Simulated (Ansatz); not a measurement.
Ansatz (an electronic-structure program) input (B3LYP-D3(BJ)/def2-TZVP):

Ansatz 0.2 input:
```yaml
crystal:
  periodic: [false, false, false]
  atoms:
    - {symbol: C, position_ang: [-2.39986593, -0.93696702, -0.82362939]}
    - {symbol: C, position_ang: [-1.30840429, 0.12194651, -0.66321667]}
    - {symbol: C, position_ang: [-1.87383080, 1.37856679, 0.00035858]}
    - {symbol: C, position_ang: [-0.11451149, -0.45818178, 0.10438464]}
    - {symbol: C, position_ang: [1.11112487, 0.45929810, 0.16694962]}
    - {symbol: C, position_ang: [2.26064022, -0.18238910, 0.89732934]}
    - {symbol: C, position_ang: [3.42962963, -0.46913087, 0.39570522]}
    - {symbol: H, position_ang: [-2.01907190, -1.82645819, -1.32962650]}
    - {symbol: H, position_ang: [-3.24131881, -0.55300647, -1.40396128]}
    - {symbol: H, position_ang: [-2.78373490, -1.24712320, 0.15239032]}
    - {symbol: H, position_ang: [-0.95596666, 0.39702079, -1.66477165]}
    - {symbol: H, position_ang: [-2.20513261, 1.15899989, 1.01959545]}
    - {symbol: H, position_ang: [-1.13902473, 2.18260502, 0.05338820]}
    - {symbol: H, position_ang: [-2.73525825, 1.75658088, -0.55383385]}
    - {symbol: H, position_ang: [-0.43389693, -0.70949268, 1.12279696]}
    - {symbol: H, position_ang: [0.18453738, -1.40041471, -0.36360397]}
    - {symbol: H, position_ang: [1.42710427, 0.72747311, -0.84334755]}
    - {symbol: H, position_ang: [0.85109560, 1.38924600, 0.68071655]}
    - {symbol: H, position_ang: [2.06501604, -0.43976501, 1.94496214]}
    - {symbol: H, position_ang: [4.35695851, -0.91452116, 0.71800727]}
basis:
  gaussian:
    orbitals: def2-TZVP
hamiltonian:
  xc: b3lyp
  dispersion: d3bj
magnetization: {spin_polarized: true, initial_magnetization: 1}
phonons: {temperatures: {t_min: 298.15, t_max: 298.15, t_step: 100}}
```

Output:

```
Functional definition: B3LYP
integrals: 0.28 GiB planned
1832 factors; their error is unknown
0.39 GiB of the device are held for the grids
1.97 GiB of device memory are held for the factors and their scratch space
mean field: 2.41 GiB planned
mean field evaluation 1: about -7453.2756 eV, gradient 6.2e1 eV
mean field evaluation 2: about -7438.2027 eV, gradient 8.0e1 eV
mean field evaluation 4: about -7471.5579 eV, gradient 7.1e0 eV
mean field evaluation 8: about -7471.8056 eV, gradient 1.7e-1 eV
mean field evaluation 16: about -7471.7594 eV, gradient 9.2e-4 eV
mean field -7471.75937267 eV, -274.5820924053 hartree, gradient 3.6e-5 eV, S^2 0.758955; 0 other end points of the search recorded, 0 dependent functions left out
the calculation of the forces begins
reference -7471.75972787 eV, -274.5821054585 hartree; 28, 27 occupied and 267, 268 virtual orbitals, 1832 factors
these checks for a lower state are left out or cut short: stability, starts, cluster_reference, orbital_swaps, neighbouring_geometries, increment
integrals: 0.28 GiB planned
1832 factors; their error is unknown
0.39 GiB of the device are held for the grids
1.97 GiB of device memory are held for the factors and their scratch space
mean field: 2.41 GiB planned
mean field -7471.75916634 eV, -274.5820848229 hartree, gradient 4.0e-6 eV, S^2 0.758954; 0 other end points of the search recorded, 0 dependent functions left out
the calculation of the forces begins
reference -7471.75952157 eV, -274.5820978771 hartree; 28, 27 occupied and 267, 268 virtual orbitals, 1832 factors
these checks for a lower state are left out or cut short: stability, starts, cluster_reference, orbital_swaps, neighbouring_geometries, increment
integrals: 0.28 GiB planned
1832 factors; their error is unknown
0.39 GiB of the device are held for the grids
1.97 GiB of device memory are held for the factors and their scratch space
mean field: 2.41 GiB planned
mean field evaluation 32: about -7471.7584 eV, gradient 5.3e-1 eV
mean field -7471.75926633 eV, -274.5820884974 hartree, gradient 4.0e-6 eV, S^2 0.758955; 0 other end points of the search recorded, 0 dependent functions left out
the calculation of the forces begins
reference -7471.75962150 eV, -274.5821015495 hartree; 28, 27 occupied and 267, 268 virtual orbitals, 1832 factors
these checks for a lower state are left out or cut short: stability, starts, cluster_reference, orbital_swaps, neighbouring_geometries, increment
integrals: 0.28 GiB planned
1832 factors; their error is unknown
0.39 GiB of the device are held for the grids
1.97 GiB of device memory are held for the factors and their scratch space
mean field: 2.41 GiB planned
mean field -7471.75917403 eV, -274.5820851055 hartree, gradient 4.0e-6 eV, S^2 0.758955; 0 other end points of the search recorded, 0 dependent functions left out
the calculation of the forces begins
reference -7471.75952926 eV, -274.5820981597 hartree; 28, 27 occupied and 267, 268 virtual orbitals, 1832 factors
these checks for a lower state are left out or cut short: stability, starts, cluster_reference, orbital_swaps, neighbouring_geometries, increment
integrals: 0.28 GiB planned
1832 factors; their error is unknown
0.39 GiB of the device are held for the grids
1.97 GiB of device memory are held for the factors and their scratch space
mean field: 2.41 GiB planned
mean field -7471.75925630 eV, -274.5820881287 hartree, gradient 3.9e-6 eV, S^2 0.758954; 0 other end points of the search recorded, 0 dependent functions left out
[...]
1832 factors; their error is unknown
0.39 GiB of the device are held for the grids
1.97 GiB of device memory are held for the factors and their scratch space
mean field: 2.41 GiB planned
mean field -7471.75935741 eV, -274.5820918444 hartree, gradient 3.2e-6 eV, S^2 0.758955; 0 other end points of the search recorded, 0 dependent functions left out
the calculation of the forces begins
reference -7471.75971260 eV, -274.5821048973 hartree; 28, 27 occupied and 267, 268 virtual orbitals, 1832 factors
these checks for a lower state are left out or cut short: stability, starts, cluster_reference, orbital_swaps, neighbouring_geometries, increment
integrals: 0.28 GiB planned
1832 factors; their error is unknown
0.39 GiB of the device are held for the grids
1.97 GiB of device memory are held for the factors and their scratch space
mean field: 2.41 GiB planned
mean field evaluation 800: about -7471.8014 eV, gradient 5.2e-1 eV
mean field -7471.75936553 eV, -274.5820921430 hartree, gradient 3.9e-6 eV, S^2 0.758954; 0 other end points of the search recorded, 0 dependent functions left out
the calculation of the forces begins
reference -7471.75972074 eV, -274.5821051964 hartree; 28, 27 occupied and 267, 268 virtual orbitals, 1832 factors
these checks for a lower state are left out or cut short: stability, starts, cluster_reference, orbital_swaps, neighbouring_geometries, increment
integrals: 0.28 GiB planned
1832 factors; their error is unknown
0.39 GiB of the device are held for the grids
1.97 GiB of device memory are held for the factors and their scratch space
mean field: 2.41 GiB planned
mean field -7471.75931048 eV, -274.5820901198 hartree, gradient 3.2e-6 eV, S^2 0.758963; 0 other end points of the search recorded, 0 dependent functions left out
the calculation of the forces begins
reference -7471.75966573 eV, -274.5821031749 hartree; 28, 27 occupied and 267, 268 virtual orbitals, 1832 factors
these checks for a lower state are left out or cut short: stability, starts, cluster_reference, orbital_swaps, neighbouring_geometries, increment
integrals: 0.28 GiB planned
1832 factors; their error is unknown
0.39 GiB of the device are held for the grids
1.97 GiB of device memory are held for the factors and their scratch space
mean field: 2.41 GiB planned
mean field -7471.75925568 eV, -274.5820881061 hartree, gradient 3.9e-6 eV, S^2 0.758947; 0 other end points of the search recorded, 0 dependent functions left out
the calculation of the forces begins
reference -7471.75961083 eV, -274.5821011573 hartree; 28, 27 occupied and 267, 268 virtual orbitals, 1832 factors
these checks for a lower state are left out or cut short: stability, starts, cluster_reference, orbital_swaps, neighbouring_geometries, increment
integrals: 0.28 GiB planned
1832 factors; their error is unknown
0.39 GiB of the device are held for the grids
1.97 GiB of device memory are held for the factors and their scratch space
mean field: 2.41 GiB planned
mean field -7471.75930912 eV, -274.5820900696 hartree, gradient 4.0e-6 eV, S^2 0.758953; 0 other end points of the search recorded, 0 dependent functions left out
the calculation of the forces begins
reference -7471.75966439 eV, -274.5821031257 hartree; 28, 27 occupied and 267, 268 virtual orbitals, 1832 factors
these checks for a lower state are left out or cut short: stability, starts, cluster_reference, orbital_swaps, neighbouring_geometries, increment
integrals: 0.28 GiB planned
1832 factors; their error is unknown
0.39 GiB of the device are held for the grids
1.97 GiB of device memory are held for the factors and their scratch space
mean field: 2.41 GiB planned
mean field evaluation 832: about -7471.7593 eV, gradient 7.1e-3 eV
mean field -7471.75926411 eV, -274.5820884158 hartree, gradient 4.0e-6 eV, S^2 0.758956; 0 other end points of the search recorded, 0 dependent functions left out
the calculation of the forces begins
reference -7471.75961923 eV, -274.5821014662 hartree; 28, 27 occupied and 267, 268 virtual orbitals, 1832 factors
these checks for a lower state are left out or cut short: stability, starts, cluster_reference, orbital_swaps, neighbouring_geometries, increment
integrals: 0.28 GiB planned
1832 factors; their error is unknown
0.39 GiB of the device are held for the grids
1.97 GiB of device memory are held for the factors and their scratch space
mean field: 2.41 GiB planned
mean field -7471.75934243 eV, -274.5820912940 hartree, gradient 4.0e-6 eV, S^2 0.758955; 0 other end points of the search recorded, 0 dependent functions left out
the calculation of the forces begins
reference -7471.75969759 eV, -274.5821043458 hartree; 28, 27 occupied and 267, 268 virtual orbitals, 1832 factors
these checks for a lower state are left out or cut short: stability, starts, cluster_reference, orbital_swaps, neighbouring_geometries, increment
integrals: 0.28 GiB planned
1832 factors; their error is unknown
0.39 GiB of the device are held for the grids
1.97 GiB of device memory are held for the factors and their scratch space
mean field: 2.41 GiB planned
mean field -7471.75935748 eV, -274.5820918470 hartree, gradient 3.1e-6 eV, S^2 0.758955; 0 other end points of the search recorded, 0 dependent functions left out
the calculation of the forces begins
reference -7471.75971272 eV, -274.5821049017 hartree; 28, 27 occupied and 267, 268 virtual orbitals, 1832 factors
these checks for a lower state are left out or cut short: stability, starts, cluster_reference, orbital_swaps, neighbouring_geometries, increment
integrals: 0.28 GiB planned
1832 factors; their error is unknown
0.39 GiB of the device are held for the grids
1.97 GiB of device memory are held for the factors and their scratch space
mean field: 2.41 GiB planned
mean field -7471.75935795 eV, -274.5820918643 hartree, gradient 3.9e-6 eV, S^2 0.758955; 0 other end points of the search recorded, 0 dependent functions left out
the calculation of the forces begins
reference -7471.75971315 eV, -274.5821049178 hartree; 28, 27 occupied and 267, 268 virtual orbitals, 1832 factors
these checks for a lower state are left out or cut short: stability, starts, cluster_reference, orbital_swaps, neighbouring_geometries, increment
integrals: 0.28 GiB planned
1832 factors; their error is unknown
0.39 GiB of the device are held for the grids
1.97 GiB of device memory are held for the factors and their scratch space
mean field: 2.41 GiB planned
mean field -7471.75935938 eV, -274.5820919169 hartree, gradient 4.0e-6 eV, S^2 0.758954; 0 other end points of the search recorded, 0 dependent functions left out
the calculation of the forces begins
reference -7471.75971457 eV, -274.5821049698 hartree; 28, 27 occupied and 267, 268 virtual orbitals, 1832 factors
Total energy: -7472.50900489 eV, -274.6096408814 hartree
Atom 0 at    -2.399866    -0.936967    -0.823629 Å, force     0.000207    -0.000041    -0.000158 eV/Å
Atom 1 at    -1.308404     0.121947    -0.663217 Å, force    -0.000137     0.000060    -0.000524 eV/Å
Atom 2 at    -1.873831     1.378567     0.000359 Å, force    -0.000145     0.000002     0.000181 eV/Å
Atom 3 at    -0.114511    -0.458182     0.104385 Å, force    -0.000072     0.000173    -0.000339 eV/Å
Atom 4 at     1.111125     0.459298     0.166950 Å, force    -0.000115    -0.000447     0.000821 eV/Å
Atom 5 at     2.260640    -0.182389     0.897329 Å, force     0.000729     0.000335    -0.000409 eV/Å
Atom 6 at     3.429630    -0.469131     0.395705 Å, force    -0.000591     0.000277     0.000696 eV/Å
Atom 7 at    -2.019072    -1.826458    -1.329627 Å, force    -0.000032     0.000075     0.000074 eV/Å
Atom 8 at    -3.241319    -0.553006    -1.403961 Å, force     0.000079     0.000085     0.000053 eV/Å
Atom 9 at    -2.783735    -1.247123     0.152390 Å, force     0.000078     0.000127    -0.000017 eV/Å
Atom 10 at    -0.955967     0.397021    -1.664772 Å, force    -0.000042    -0.000137    -0.000133 eV/Å
Atom 11 at    -2.205133     1.159000     1.019595 Å, force     0.000216     0.000114     0.000007 eV/Å
Atom 12 at    -1.139025     2.182605     0.053388 Å, force    -0.000039     0.000132    -0.000205 eV/Å
Atom 13 at    -2.735258     1.756581    -0.553834 Å, force     0.000043    -0.000253     0.000196 eV/Å
Atom 14 at    -0.433897    -0.709493     1.122797 Å, force     0.000499    -0.000140     0.000052 eV/Å
Atom 15 at     0.184537    -1.400415    -0.363604 Å, force    -0.000321    -0.000137    -0.000218 eV/Å
Atom 16 at     1.427104     0.727473    -0.843348 Å, force    -0.000329    -0.000283     0.000124 eV/Å
Atom 17 at     0.851096     1.389246     0.680717 Å, force     0.000235     0.000052    -0.000006 eV/Å
Atom 18 at     2.065016    -0.439765     1.944962 Å, force    -0.000046     0.000130     0.000236 eV/Å
Atom 19 at     4.356959    -0.914521     0.718007 Å, force    -0.000217    -0.000123    -0.000432 eV/Å
Dipole moment:    -0.115175    -0.006472     0.091892 e Å
Vibrations: 59.88 77.50 118.99 179.90 227.38 251.14 305.89 361.35 403.52 435.62 464.00 648.01 765.50 796.01 817.71 849.03 933.21 938.74 967.41 982.42 1032.25 1044.38 1137.56 1153.48 1195.48 1228.55 1269.63 1295.67 1323.17 1354.25 1374.23 1388.95 1403.29 1423.36 1478.50 1490.08 1493.45 1499.94 1504.97 1512.38 1680.21 2991.02 3004.41 3007.61 3020.21 3025.61 3028.01 3045.27 3076.40 3078.08 3084.50 3090.36 3099.06 3246.12 cm⁻¹, zero-point energy 4.876524 eV
```

It need not be the lowest isomer of its formula.
